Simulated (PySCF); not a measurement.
# Ionising GaF

r²SCAN; Ga def2-TZVPPD, F def2-TZVPPD; no relativity (PySCF 2.14). Neutral (UKS): singlet (closed shell), Re = 1.784 Å, ωe = 621 cm⁻¹, De = 6.13 eV, HOMO -7.06 eV, LUMO -1.97 eV.

GaF⁺ (UKS): doublet (σ ↑), Re = 1.703 Å, ωe = 729 cm⁻¹, De = 1.92 eV to Ga⁺ + F. The energies at the minima are -2024.74409 hartree for GaF and -2024.36436 for GaF⁺.

(1) Work out the adiabatic ionisation energy, without and with harmonic zero-point energies (1 hartree = 27.2114 eV, 1 eV = 8065.5 cm⁻¹), and the change of the bond length.

Spin–orbit coupling is left out. For an ion De counts to the pair picked by the measured ionisation energies or electron affinities, which need not be the lowest pair at this level. States were picked by a PBE0 search and need not be the measured ground states.

Results:

(1) At r²SCAN: 0.37973 hartree = 10.333 eV between the minima; the zero-point term (729.0 − 621.0)/2 cm⁻¹ = +0.007 eV makes it 10.340 eV. Re changes by -8.1 pm against the neutral. Minus the HOMO energy is 7.06 eV, -3.27 eV from the value between the minima; self-interaction puts the Kohn–Sham level too high, less so with exact exchange. The electron leaves a σ orbital, and the shorter bond of the ion fits an antibonding orbital, or a change in how ionic the bond is.
